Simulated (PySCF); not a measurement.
The vertical singlet excitations below were computed for one of the candidates. Computed with TDDFT CAM-B3LYP/def2-SVPD, vertical, gas phase, core orbitals frozen in the response in PySCF. Geometries: GFN2-xTB, one conformer each.

```csv
state,E (eV),f,"main configurations (H = HOMO, L = LUMO)"
S1,5.48,0.0000,H→L+1 (92%)
S2,6.01,0.406,H→L (97%)
S3,6.09,0.0002,H→L+2 (88%)
S4,6.20,0.0000,H→L+3 (88%)
S5,6.66,0.0000,H-1→L (100%)
S6,7.18,0.044,H→L+4 (92%)
S7,7.39,0.013,H-1→L+1 (85%)
S8,7.53,0.0000,"H-1→L+2 (61%), H-3→L+3 (14%), H-5→L+1 (12%)"
```

Triplets computed (Tamm–Dancoff): 3.59, 5.06, 5.63 eV.

Orbital energies (eV): HOMO-3 -11.47, HOMO-2 -11.20, HOMO-1 -10.36, HOMO -8.75, LUMO -0.08, LUMO+1 0.50, LUMO+2 0.76.

Task: Which structure fits?
A. `C1C[C@@H]2C[C@@H]2C1`
B. `ClC(Cl)=C(Cl)Cl`
C. `[Si@H]([SiH3])(C(C)C)Cl`
D. `C[SiH2]C[SiH2]CCl`
E. `C[Si@H]([SiH3])CCCl`

Result: B. Its S1, at 5.48 eV, is the lowest among the candidates; the nearest of the others has S1 at 6.36 eV. S1 is HOMO→LUMO+1 (92%). Löwdin shares by element: HOMO carbon 43%, chlorine 28% or more (atoms not listed hold the other 28%); LUMO carbon 61%, chlorine 19% or more (atoms not listed hold the other 19%). At the same level the other candidates give, for their lowest levels:
- `CC(C)[Si@H]([SiH3])Cl`: 6.36 eV (f 0.009); 6.87 eV (f 0.014); 6.93 eV (f 0.025); 7.49 eV (f 0.024); 7.75 eV (f 0.066); T1 5.78 eV; HOMO -9.21, LUMO 0.47 eV
- `C[Si@H]([SiH3])CCCl`: 7.09 eV (f 0.002); 7.23 eV (f 0.002); 7.34 eV (f 0.034); 7.39 eV (f 0.058); 7.81 eV (f 0.052); T1 6.40 eV; HOMO -9.50, LUMO 0.74 eV
- `C1C[C@@H]2C[C@@H]2C1`: 7.56 eV (f 0.008); 7.85 eV (f 0.001); 8.09 eV (f 0.019); 8.32 eV (f 0.005); 8.38 eV (f 0.000); T1 7.43 eV; HOMO -9.02, LUMO 1.50 eV
- `C[SiH2]C[SiH2]CCl`: 6.81 eV (f 0.018); 7.24 eV (f 0.002); 7.54 eV (f 0.017); 7.99 eV (f 0.023); 8.07 eV (f 0.009); T1 6.14 eV; HOMO -9.34, LUMO 1.03 eV
